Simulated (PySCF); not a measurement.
## Two-dimensional NMR puzzle

Compound of formula C8H10. Correlations simulated from computed shifts and the bond graph:

HSQC (one-bond C–H):
| δH | δC |
| --- | --- |
| 7.47 | 139.0 |
| 7.44 | 135.6 |
| 2.34 | 23.4 |

COSY cross peaks (H two or three bonds apart, from the bond graph; peaks can be absent where the dihedral angle is near 90°):
| δH | δH |
| --- | --- |
| 7.47 | 7.44 |

HMBC (two and three bonds, from the bond graph):
| δH | δC |
| --- | --- |
| 7.47 | 147.5, 135.6, 23.4 |
| 7.44 | 147.5, 139.0, 135.6 |
| 2.34 | 147.5, 139.0 |

Carbons without hydrogens: δ 147.5.

Single conformer, gas phase, one averaged value for each set of equivalent atoms, non-relativistic. Geometry: PBE0-D3(BJ)/def2-TZVP; NMR shieldings at PBE0/pcSseg-2/GIAO; PySCF 2.14.

References, each an isolated molecule treated in the same way: ¹H and ¹³C vs TMS.

Exchangeable hydrogens are left out of these lists.

Q: Assemble the structure.

A: `Cc1ccccc1C`.

Atoms are numbered as in `[CH3:1][c:2]1[cH:3][cH:4][cH:5][cH:6][c:7]1[CH3:8]`. Hydrogens are named by the atom that carries them.

δC 147.5 is C2/C7, a substituted aromatic carbon. δC 139.0 is C3/C6, an aromatic CH (δH 7.47). δC 135.6 is C4/C5, an aromatic CH (δH 7.44). δC 23.4 is C1/C8, a methyl carbon on an aromatic ring (δH 2.34). HMBC from δH 7.47 reaches the proton-free carbon C2/C7. HMBC from δH 7.44 reaches the proton-free carbon C2/C7. HMBC from δH 2.34 reaches the proton-free carbon C2/C7. COSY links 7.47–7.44.

The data come from this structure; uniqueness wasn't tested.

Shifts are as computed. Against solution values, carbons near 30 ppm lie about +3 ppm off and those near 130 ppm about +9 ppm. Of 1309 compounds with measured shifts, 239 miss one by over three times the rms of a fit or turn the order of signals round; such compounds aren't used in these exercises.
